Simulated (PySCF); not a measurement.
A structure optimised at B3LYP-D3(BJ)/def2-TZVP, used in a PySCF frequency run:

```xyz
10

C      0.0233    -0.2500     1.2735
O     -0.1165     0.5148     0.0000
C      0.0233    -0.2500    -1.2735
H      1.0133    -0.6979     1.3048
H     -0.7673    -0.9922     1.2499
H     -0.1359     0.4715     2.0683
H      0.4320     1.3189     0.0000
H     -0.1359     0.4715    -2.0683
H     -0.7673    -0.9922    -1.2499
H      1.0133    -0.6979    -1.3048
```
Charge +1, spin multiplicity 1.

**Question.** Write its SMILES, formula and point group.

**Answer.** C[OH+]C, C₂H₇O, Cs

**Question.** What are its rotational constants (standard atomic weights)?

**Answer.** 34.642, 8.7393, 7.7646 GHz
